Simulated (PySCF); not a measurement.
Cost of one run: core-ionisation job, `CBOCC`.

Method: delta-SCF UKS HF, pcX-2 on the ionised atom, pcseg-1 elsewhere, spin-free X2C (PySCF 2.14.0). Geometry: PBE0-D3(BJ)/def2-SVP. Work: ΔSCF core ionisation, 5 holes, density fitting. A driver script takes a list of jobs; this job's settings line and coordinates (Å) are shown.

Command:
```bash
OMP_NUM_THREADS=1 python probes_run.py task.json out
```

Input:
```
{"job": {"kind": "xps", "xc": "HF"}, "charge": 0, "multiplicity": 1}
C     -2.141793     1.315351    -0.024200
B     -1.114402     0.317400     0.607192
O     -0.154953    -0.231325    -0.163034
C      0.826865    -1.112995     0.337924
C      2.195310    -0.472062     0.293779
H     -3.175491     1.042759     0.244713
H     -2.057401     1.388357    -1.118205
H     -1.979324     2.320350     0.404727
H     -1.144924     0.023793     1.791812
H      0.569186    -1.416452     1.368243
H      0.808489    -2.018160    -0.291630
H      2.962521    -1.179227     0.643753
H      2.448619    -0.165572    -0.731988
H      2.230767     0.420205     0.937336
```

Hardware: one thread, Arm Neoverse V2 (aarch64), no GPU, shared host with 96 logical CPUs at a one-minute load of 28. PySCF's memory limit was set to 1760 MB.

The basis has 146 functions.

How long does the run take?

About 16 s. The run took 72 SCF cycles in all, 3.2 s a hole on average.

Estimate the peak memory.

About 0.65 GiB. Peak memory is the resident size of the whole Python process, interpreter and libraries included.

Times come from a shared host and carry two figures at best.
